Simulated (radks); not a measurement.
The numbers below are computed, except where a source is named.
Yb+, 69 electrons, occupied as [Xe] 4f14 6s1. Code: a radial shooting solver on a logarithmic mesh with Libxc functionals. Model: scalar-relativistic Kohn-Sham, r2SCAN, spin-polarised, spherical densities, finite nucleus; open shells are filled with parallel spins first (spin-orbit coupling, left out, can overturn this in heavy ions); meta-GGA in the generalised Kohn-Sham scheme; Fermi nuclear charge, rms radius 5.3108 fm.

Unscreened Slater integrals over Kohn-Sham orbitals (hartree). They are taken over the spin-up orbitals.

integral,value
"F0(4f,4f)",1.2148
"F2(4f,4f)",0.56022
"F4(4f,4f)",0.34848
"F6(4f,4f)",0.24991
"F0(4f,6s)",0.32837
"G3(4f,6s)",0.011419
"F0(4f,5p)",0.74969
"F2(4f,5p)",0.25007
"G2(4f,5p)",0.13486
"G4(4f,5p)",0.10180
"F0(4f,5s)",0.85804
"G3(4f,5s)",0.15965
"F0(6s,6s)",0.25324
"F0(6s,5p)",0.31465
"G1(6s,5p)",0.023717
"F0(6s,5s)",0.31959
"G0(6s,5s)",0.011937
"F0(5p,5p)",0.62419
"F2(5p,5p)",0.33397
"F0(5p,5s)",0.67486
"G1(5p,5s)",0.44611
"F0(5s,5s)",0.74323
